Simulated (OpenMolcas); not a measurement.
**Predicting a hybrid from its neighbours: CHF3O3S (triflic acid)**

CHF3O3S: 9 atoms, total charge 0, spin state singlet. SMILES: `O=S(=O)(O)C(F)(F)F`. The shape is that of a PBE0-D4/def2-TZVP optimisation. This is one conformer, not always the lowest.

The HOMO–LUMO gap y, in eV, basis 6-31G(d); a is the functional's share of exact exchange. Programs: OpenMolcas 26.06.

| functional | program | a | y (eV) |
| --- | --- | --- | --- |
| r2SCAN | OpenMolcas | 0 | 8.71 |
| PBE | OpenMolcas | 0 | 7.76 |
| B3LYP | OpenMolcas | 0.2 | ? |
| PBE0 | OpenMolcas | 0.25 | 10.57 |
| BHLYP | OpenMolcas | 0.5 | 13.14 |

Question: Fit y = c + s·a to the known rows and predict B3LYP.

Answer: 
1. Means of the 4 rows: a = 0.1875, y = 10.045.
2. Σ(Δa)² = 0.17188, Σ(Δa·Δy) = 1.6787, so the slope is 1.6787/0.17188 = 9.7667.
3. Intercept: 10.045 − (9.7667) × 0.1875 = 8.214. The largest residual of the fit is 0.50.
4. B3LYP: 8.214 + (9.7667) × 0.2 = 10.17 eV.

The run gave 9.86 eV, so the prediction is off by +0.31 eV, within the scatter of the fit. Exact exchange lowers occupied levels and raises empty ones. The rows mix families of semi-local functionals, which the line can't see.
